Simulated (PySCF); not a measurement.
# Ionisation energy of Zr²⁺ by level of theory

Zr²⁺ [Kr] 4d2 (3F) → Zr³⁺ [Kr] 4d1 (2D), as a difference of total energies. Calculation: PySCF 2.14, in ANO-RCC-VTZP; scalar relativity by spin-free X2C-1e. Correlated levels: valence: [Kr] frozen. The calculations carry no spin-orbit coupling.

| method | ionisation energy (eV) |
| --- | --- |
| UHF | 22.395 |
| MP2 (valence) | 22.496 |
| SCS-MP2 (valence) | 22.428 |
| CCSD (valence) | 22.528 |

Problem. How much does correlation contribute at MP2 (valence)?

Solution. 22.496 − (22.395) = 0.101 eV, measured against UHF.

A first-order spin-orbit estimate (lowest level to lowest level, LS coupling) adds 0.015 eV.

Errors of the correlated levels include the incompleteness of this basis and the frozen core.

With two correlated electrons CCSD is exact in that space.

For comparison: 23.170 eV (semi-empirical (NIST evaluation); NIST Atomic Spectra Database, ionization energies).
